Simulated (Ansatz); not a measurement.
Ansatz (a quantum-chemistry and plane-wave program) input (B3LYP-D3(BJ)/def2-TZVP):

Ansatz 0.2 input:
```yaml
crystal:
  periodic: [false, false, false]
  atoms:
    - {symbol: B, position_ang: [1.62139824, 0.46014092, 0.18873733]}
    - {symbol: O, position_ang: [0.58411418, -0.16493065, 0.67068127]}
    - {symbol: C, position_ang: [-0.71484348, -0.30737646, 0.09160423]}
    - {symbol: H, position_ang: [1.66821147, 1.03572930, -0.84372063]}
    - {symbol: H, position_ang: [-0.91874189, -1.37178476, -0.03197461]}
    - {symbol: H, position_ang: [-1.44427945, 0.12443219, 0.77822891]}
    - {symbol: H, position_ang: [-0.77273353, 0.19631265, -0.87636184]}
basis:
  gaussian:
    orbitals: def2-TZVP
hamiltonian:
  xc: b3lyp
  dispersion: d3bj
magnetization: {spin_polarized: true, initial_magnetization: 1}
relax: {f_tol: 0.002, max_steps: 150}
```

End of the output:

```
mean field evaluation 32: about -3825.8468 eV, gradient 7.2e-1 eV
mean field -3825.84764315 eV, -140.5973076330 hartree, gradient 1.6e-5 eV, S^2 0.752077; 0 other end points of the search recorded, 0 dependent functions left out
the calculation of the forces begins
reference -3825.84787129 eV, -140.5973160172 hartree; 12, 11 occupied and 105, 106 virtual orbitals, 676 factors
relax step   4: F+E_penalty+E_count = -3825.99876920 eV  Δ(F+E_penalty+E_count) = -2.007e-4 eV  max|allowed force component| = 8.450e-2 eV/Å  Δτ_max = 0.0124 Å  (33 SCF iters, accepted)
these checks for a lower state are left out or cut short: starts, cluster_reference, orbital_swaps, neighbouring_geometries, increment
integrals: 0.03 GiB planned
676 factors; their error is unknown
mean field: 0.41 GiB planned
mean field -3825.84805948 eV, -140.5973229330 hartree, gradient 1.5e-5 eV, S^2 0.752092; 0 other end points of the search recorded, 0 dependent functions left out
the calculation of the forces begins
reference -3825.84828768 eV, -140.5973313191 hartree; 12, 11 occupied and 105, 106 virtual orbitals, 676 factors
relax step   5: F+E_penalty+E_count = -3825.99919679 eV  Δ(F+E_penalty+E_count) = -4.276e-4 eV  max|allowed force component| = 1.336e-2 eV/Å  Δτ_max = 0.0080 Å  (34 SCF iters, accepted)
these checks for a lower state are left out or cut short: starts, cluster_reference, orbital_swaps, neighbouring_geometries, increment
integrals: 0.03 GiB planned
676 factors; their error is unknown
mean field: 0.41 GiB planned
mean field -3825.84807126 eV, -140.5973233659 hartree, gradient 1.9e-5 eV, S^2 0.752090; 0 other end points of the search recorded, 0 dependent functions left out
the calculation of the forces begins
reference -3825.84829945 eV, -140.5973317517 hartree; 12, 11 occupied and 105, 106 virtual orbitals, 676 factors
relax step   6: F+E_penalty+E_count = -3825.99920561 eV  Δ(F+E_penalty+E_count) = -8.820e-6 eV  max|allowed force component| = 2.051e-3 eV/Å  Δτ_max = 0.0012 Å  (24 SCF iters, accepted)
these checks for a lower state are left out or cut short: starts, cluster_reference, orbital_swaps, neighbouring_geometries, increment
integrals: 0.03 GiB planned
676 factors; their error is unknown
mean field: 0.41 GiB planned
mean field -3825.84807095 eV, -140.5973233545 hartree, gradient 2.4e-5 eV, S^2 0.752090; 0 other end points of the search recorded, 0 dependent functions left out
the calculation of the forces begins
reference -3825.84829914 eV, -140.5973317404 hartree; 12, 11 occupied and 105, 106 virtual orbitals, 676 factors
relax step   7: F+E_penalty+E_count = -3825.99920573 eV  Δ(F+E_penalty+E_count) = -1.186e-7 eV  max|allowed force component| = 2.151e-4 eV/Å  Δτ_max = 0.0001 Å  (22 SCF iters, accepted)
integrals: 0.03 GiB planned
676 factors; their error is unknown
mean field: 0.41 GiB planned
mean field evaluation 64: about -3825.8537 eV, gradient 1.7e-1 eV
mean field -3825.84807095 eV, -140.5973233545 hartree, gradient 2.4e-5 eV, S^2 0.752090; 1 other end points of the search recorded, 0 dependent functions left out
the calculation of the forces begins
reference -3825.84829914 eV, -140.5973317404 hartree; 12, 11 occupied and 105, 106 virtual orbitals, 676 factors
Total energy: -3825.99943392 eV, -140.6028858409 hartree
Atom 0 at     1.617016     0.457740     0.190563 Å, force    -0.000048    -0.000215     0.000016 eV/Å
Atom 1 at     0.588913    -0.185545     0.711854 Å, force     0.000044     0.000194     0.000058 eV/Å
Atom 2 at    -0.705673    -0.304953     0.092974 Å, force    -0.000016    -0.000111    -0.000117 eV/Å
Atom 3 at     1.609535     1.028737    -0.868938 Å, force    -0.000031     0.000090    -0.000009 eV/Å
Atom 4 at    -0.919690    -1.363703    -0.044729 Å, force    -0.000016     0.000118     0.000034 eV/Å
Atom 5 at    -1.444263     0.130412     0.764284 Å, force     0.000075    -0.000052    -0.000044 eV/Å
Atom 6 at    -0.722712     0.209837    -0.868812 Å, force    -0.000009    -0.000023     0.000062 eV/Å
Dipole moment:    -0.466750    -0.054837    -0.201375 e Å
```

It need not be the lowest isomer of its formula.
